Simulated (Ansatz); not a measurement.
Consider the ligand exchange at the Si–S bond: `O[SiH2]S[SiH](O)O` + `OCS` → `O[SiH2]OCS` + `O[SiH](O)S`.

Program: Ansatz. Geometries: PBE0-D4/def2-TZVP. ΔE: electronic, gas phase. CBS: MP2 limit from def2 TZ/QZ plus the TZ coupled-cluster correction, frozen cores. DFT in def2-TZVPP. B3LYP here is the variant with VWN-RPA as its local correlation; programs differ in this. Each species was taken in one conformer, which may not be the lowest.

CCSD(T)/CBS gives -9.8 kcal/mol.

Question: Another level gave -10.0 kcal/mol. Which?
A. B3LYP/def2-TZVPP
B. PBE0-D4/def2-TZVPP
C. HF/def2-TZVPP
D. MP2/def2-TZVPP

Answer: D. MP2/def2-TZVPP -10.0, HF/def2-TZVPP -13.8, B3LYP -11.4, PBE0-D4 -7.7 kcal/mol.

Largest T1 diagnostic among the species: 0.012.

In def2-TZVPP, CCSD(T) changes the Hartree–Fock value by +3.1 kcal/mol (the triples alone add +0.6 kcal/mol) and MP2 by +3.8 kcal/mol. The D4 term adds +0.8 kcal/mol with B3LYP and +0.4 kcal/mol with PBE0; it sums over pairs of atoms, weighted by their polarisabilities, and B3LYP, whose exchange is more repulsive, gets the larger term.
